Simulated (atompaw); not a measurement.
# What one change does to a pseudopotential (Hf (Z = 72), PAW (atompaw))

| Quantity | Value |
| --- | --- |
| Element | Hf |
| Generator | atompaw 4.2.0.5 |
| Type | PAW |
| Functional | PBE |
| Relativity | scalar-relativistic |
| Frozen core | [Xe] 4f14 |
| Valence charge | 4 |
| Reference configuration | 5d2 6s2 6p0 |
| Partial waves | 6s (bound): rc 3.00 bohr; 6s channel at 0.05 Ry: rc 3.00 bohr; 6p (bound, empty): rc 3.00 bohr; 6p channel at 3.1 Ry: rc 3.00 bohr; 5d (bound): rc 3.00 bohr; 5d channel at 1.15 Ry: rc 3.00 bohr |
| Local potential | bessel scheme, radius 2.65 bohr |
| Core correction | smooth core density matched at 2.25 bohr |
| Augmentation charge | besselshape compensation charge, radius 2.40 bohr; PAW radius 3.00 bohr; waves and projectors: custom rrkj vanderbiltortho |

Change: local potential bessel scheme, radius 2.32 bohr.

Cutoffs: the cutoffs (Ry, on a coarse ladder) from which the occupation-weighted sum of valence levels, in a spherical-Bessel basis at the reference potential, stays within 10 and 1 mRy of its value at 400 Ry; they do not see the model core or the augmentation charge, which bear on the density cutoff.

What does the change do?

Both files are so soft that the ladder of cutoffs tells neither apart; neither file shows a bound ghost.

```csv
quantity,base,changed
"cutoff, loose",8 Ry,8 Ry
"cutoff, tight",12 Ry,12 Ry
bound ghosts,none,none
s: phases at 3.00 bohr within 0.05 rad from the reference energy up to (Ry; the scan ends near 5),2.6,2.4
p: phases at 3.00 bohr within 0.05 rad from the reference energy up to (Ry; the scan ends near 5),4.0,3.8
d: phases at 3.00 bohr within 0.05 rad from the reference energy up to (Ry; the scan ends near 5),to the end of the scan,to the end of the scan
lowest overlap eigenvalue by channel,"s 0.40, p 0.76, d 0.18","s 0.39, p 0.77, d 0.19"
```

 The cutoffs see the waves, projectors and local potential, not the compensation charge or the core.
